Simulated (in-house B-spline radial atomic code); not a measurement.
RPA and G0W0 for Be2+, 1s2, as one setting changes: the share of exact exchange in the PBE hybrid start. A dash marks a level of low quasi-particle weight. Computed with an all-electron radial atomic-structure program (B-spline basis): all electrons, non-relativistic, point nucleus, each spin shell either full or empty, empty states to l = 9 with an (l + 1/2)⁻⁴ tail; G0W0 by contour deformation at full frequency.

Relativity, left out, deepens the 1s level by about Z⁴α²/8 hartree.

```tsv
share of exact exchange in the PBE hybrid start	mean-field level (eV)	G0W0 level (eV)	RPA correlation (Eh)
0	-132.26	1s -153.35	-0.088633
0.1	?	?	?
0.2	-136.80	1s -153.52	-0.086403
0.3	-139.08	1s -153.59	-0.08534
0.4	-141.36	1s -153.65	-0.084308
0.5	?	?	?
0.6	-145.93	1s -153.76	-0.082334
0.7	-148.22	1s -153.82	-0.081387
0.8	-150.52	1s -153.86	-0.080469
0.9	-152.82	1s -153.89	-0.079575
1	-155.12	1s -153.92	-0.078706
```

(1) What belongs in the row for 0.1?

(2) What belongs in the row for 0.5?

(3) At what share of exact exchange does G0W0 leave the highest level unchanged?

## Answers

(1) mean-field level (eV): -134.53; G0W0 level (eV): 1s -153.44; RPA correlation (Eh): -0.087501.

(2) mean-field level (eV): -143.64; G0W0 level (eV): 1s -153.71; RPA correlation (Eh): -0.083306.

(3) Near 0.95, where the shift changes sign (-1.075 eV at 0.9, +1.195 eV at 1).
